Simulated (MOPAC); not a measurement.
MOPAC input (MNDO):

```
MNDO PRECISE GNORM=0.05 LET XYZ UHF MS=0.5 GEO-OK AUX(PRECISION=9) THREADS=1
HSe

Se   -0.00000000 1   -0.00000000 1   -0.04214025 1
H     0.00000000 1    0.00000000 1    1.43276842 1
```

Q: What heat of formation does the run end on?

A: 37.30 kcal/mol.
